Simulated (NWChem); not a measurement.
Molecule: SiH₃Br; SMILES [SiH3]Br

```xyz
5

Si     0.0000     0.0000    -1.4171
Br     0.0000     0.0000     0.8093
H      0.9974     0.9974    -1.8938
H     -1.3624     0.3651    -1.8938
H      0.3651    -1.3624    -1.8938
```
Atoms are numbered in this order, from 1.

Program: NWChem. Geometry optimised at PBE0/def2-SVP; all other runs use it. This build's default masses of Se (78.918 u) and Br (79.917 u) are each other's, which moves their modes by up to 0.6 %.

```
quantity                                                   level  value
--------------------------------------------  ------------------  -----
solvation free energy (kcal/mol) in n-hexane  PBE0/def2-SVP, SMD   -2.4
vertical, lowest excitation, singlet (eV)     PBE/def2-SVPD, TDA   5.99
−ε(HOMO) (eV)                                       PBE/def2-SVP   7.03
isotropic polarisability (bohr³), static           PBE/def2-SVPD   52.2
dipole (D)                                         PBE0/def2-SVP   1.38
highest harmonic frequency (cm⁻¹)                  PBE0/def2-SVP   2268
```
